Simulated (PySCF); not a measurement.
# Radial density of B⁺ (boron, charge +1)

UHF, [He] 2s2, closed-shell 1S. All numbers are calculated (PySCF 2.14, no relativity, point nucleus, in 6-31G*).

```
r (bohr)  4πr²ρ (e/bohr)
 0.00592         0.02955
 0.00996         0.08155
  0.0167          0.2172
  0.0282          0.5453
  0.0474           1.279
  0.0797           2.625
   0.134           4.378
   0.226           5.114
   0.379           3.351
   0.638           1.053
    1.07          0.9819
    1.81           1.070
    3.04          0.2311
    5.11        0.005327
```
